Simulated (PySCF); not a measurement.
BFCl2, SMILES FB(Cl)Cl. Geometry: ωB97X-D3(BJ)/def2-SVP.

TDA-ωB97X/def2-SVPD in PySCF puts the lowest singlet excitations at 7.04, 7.98, 8.14, 8.87, 9.01, 9.04 eV.

**Question.** What are the lowest excitation roots from ADC(2)/aug-cc-pVDZ run with PySCF? (The exact figures need the calculation; the answer reports its results.)

**Answer.** 7.19, 8.02, 8.21, 8.50, 8.83, 8.97 eV. S1 differs by 0.15 eV (second minus first; roots are paired by order, and the bases may differ).
